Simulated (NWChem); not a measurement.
Species: C₃H₇FSi; SMILES [Si@@H](C=C)(F)C

```xyz
12

C     -0.0528    -2.2415     0.3403
C     -0.7264    -1.2227    -0.2071
Si     0.0313     0.4623    -0.4309
C     -0.8899     1.7920     0.4944
F      1.5519     0.3652     0.1626
H      0.9833    -2.1233     0.6765
H     -0.5004    -3.2324     0.4767
H     -1.7619    -1.3952    -0.5318
H      0.1496     0.8171    -1.8766
H     -0.3963     2.7693     0.3794
H     -1.9190     1.8846     0.1112
H     -0.9459     1.5539     1.5676
```
Atoms are numbered in this order, from 1.

Computed with NWChem. Pople sets run with spherical d functions. Medium grid unless said otherwise, to which SCAN and Minnesota functionals are sensitive. The geometry was optimised at PBE0/def2-SVP. Not confirmed as a minimum by frequencies. Hybrids' shares of exact exchange are those that their runs print; pure functionals count as 0. The functionals differ in more than this share.

| row | share of exact exchange | orbital gap (eV) |
|---|---|---|
| PBE/6-31G* | 0.00 | 5.47 |
| MN15-L/6-31G* | 0.00 | 6.25 |
| B3LYP/6-31G* | 0.20 | 7.22 |
| MPW1K/6-31G* | 0.43 | withheld |
| Hartree-Fock/6-31G* | 1.00 | 14.13 |

Q: Fit a straight line of the last column on the one before it, predict the withheld value, and compare with the run.

A: 
1. Means of the 4 shown rows: x = 0.300, y = 8.268. Slope Σ(x − x̄)(y − ȳ)/Σ(x − x̄)² = 5.653/0.6800 = 8.313; intercept 5.774.
2. The shown rows scatter about the line by 0.303 (root mean square); the largest residual is +0.48, at MN15-L/6-31G*.
3. At x = 0.43 (MPW1K/6-31G*; inside the shown range) the line gives 9.35.
4. The run gives 9.24, -0.11 from the line, 0.4 times the scatter.
